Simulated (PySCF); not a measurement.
**A small calculation by hand: chemical shift, span and skew from a shielding tensor**

C3H3F3, SMILES F[C@H]1CC1(F)F. Atoms are numbered in the order given.

```xyz
9

F      1.6901    -0.0703    -0.8928
C      0.9574     0.2200     0.2105
C     -0.1002     1.3133     0.0835
C     -0.4848    -0.1177     0.1923
F     -0.9883    -0.7396    -0.8819
F     -1.0671    -0.5627     1.3202
H      1.5179     0.1268     1.1487
H     -0.2648     1.9779     0.9364
H     -0.1995     1.7556    -0.9126
```

The structure is a stationary point at r2SCAN-D4/def2-SVP. The structure was generated by enumeration; whether it is a known compound was not checked.

GIAO shieldings from PBE0/pcSseg-1 (PySCF), non-relativistic, no solvent. The symmetric part of the tensor of F1 has the principal values 372.8, 418.5, 449.6 ppm. The same nucleus in CFCl3 has σ = 167.2 ppm at this level (PySCF, at its B3LYP-D3(BJ)/def2-TZVP geometry).

Question: Work out the isotropic shielding, the ¹⁹F shift against CFCl3, the span and the skew.

Answer: 
σ(iso) = (σ11 + σ22 + σ33)/3 = 413.6 ppm. δ = σ(ref) − σ(iso) = 167.2 − (413.6) = -246.4 ppm.
Span Ω = σ33 − σ11 = 76.8 ppm. Skew κ = 3(σ(iso) − σ22)/Ω = -0.19. Tumbling in solution averages the tensor to δ; in a static solid the shielding alone would spread this spin-1/2 line over Ω.
